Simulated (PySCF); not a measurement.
Molfile (atoms numbered from 1):
```
C3H5F3O2Si
     RDKit          3D

 14 13  0  0  0  0  0  0  0  0999 V2000
    0.4909    1.7136   -1.0582 O   0  0  0  0  0  0  0  0  0  0  0  0
    0.1114    0.8289   -0.3449 C   0  0  0  0  0  0  0  0  0  0  0  0
   -1.3095    0.7835    0.2221 C   0  0  0  0  0  0  0  0  0  0  0  0
   -1.7657   -0.6250    0.5497 C   0  0  0  0  0  0  0  0  0  0  0  0
   -3.0791   -0.6487    0.8390 F   0  0  0  0  0  0  0  0  0  0  0  0
   -1.5918   -1.4745   -0.4697 F   0  0  0  0  0  0  0  0  0  0  0  0
   -1.1427   -1.1486    1.6098 F   0  0  0  0  0  0  0  0  0  0  0  0
    0.8521   -0.1777    0.0413 O   0  0  0  0  0  0  0  0  0  0  0  0
    2.4378   -0.4098   -0.4533 Si  0  0  0  0  0  4  0  0  0  0  0  0
   -1.3424    1.3770    1.1392 H   0  0  0  0  0  0  0  0  0  0  0  0
   -1.9968    1.2228   -0.5033 H   0  0  0  0  0  0  0  0  0  0  0  0
    3.2136    0.7470   -0.0231 H   0  0  0  0  0  0  0  0  0  0  0  0
    2.4328   -0.5631   -1.9019 H   0  0  0  0  0  0  0  0  0  0  0  0
    2.6887   -1.6261    0.3012 H   0  0  0  0  0  0  0  0  0  0  0  0
  1  2  2  0
  2  3  1  0
  3  4  1  0
  4  5  1  0
  4  6  1  0
  4  7  1  0
  2  8  1  0
  8  9  1  0
  3 10  1  0
  3 11  1  0
  9 12  1  0
  9 13  1  0
  9 14  1  0
M  END
```

- coordinates at the GFN2-xTB level
- NMR shieldings at PBE0/pcSseg-1/GIAO
- program: PySCF 2.14
- rapidly exchanging positions averaged, no solvent, one conformer, no relativistic terms

δ = σ(ref) − σ, references computed at the same level: TMS for $^{13}$C (σref 186.93) and $^{1}$H (σref 31.72) and $^{29}$Si (σref 349.16); $^{17}$O (σref 336.08) against H2O; CFCl3 for $^{19}$F (σref 170.95).

| atoms | nucleus | count | δ (ppm) |
| --- | --- | --- | --- |
| C4 | $^{13}$C | 1 | 133.2 |
| O1 | $^{17}$O | 1 | ? |
| Si9 | $^{29}$Si | 1 | -36.5 |
| H10/H11 | $^{1}$H | 2 | 3.19 |
| O8 | $^{17}$O | 1 | ? |
| F5/F6/F7 | $^{19}$F | 3 | -79.9 |
| C3 | $^{13}$C | 1 | ? |
| H12/H13/H14 | $^{1}$H | 3 | 4.92 |
| C2 | $^{13}$C | 1 | 170.2 |

Q: Estimate the values marked ?.

A: 
- C3: 45.6 ppm, sp3 CH2 α to a carbonyl; α to the electron-withdrawing carbonyl group
- O1: 460.4 ppm, carbonyl oxygen
- O8: 190.4 ppm, oxygen bonded to C, Si

Shifts are as computed. Against solution values, carbons near 30 ppm lie about +3 ppm off and those near 130 ppm about +5 ppm. Of 1211 compounds with measured shifts, 218 miss one by over three times the rms of a fit or turn the order of signals round; such compounds aren't used in these exercises. Unscaled 19F shifts against computed CFCl3 carry errors that often reach 10 to 50 ppm. Unscaled 17O shifts of doubly bonded oxygen tend to come out too high, by tens of ppm or more. Experimental scales use liquid or dissolved standards, which lie at an offset from isolated H2O (liquid H2O: subtract about 36 ppm).
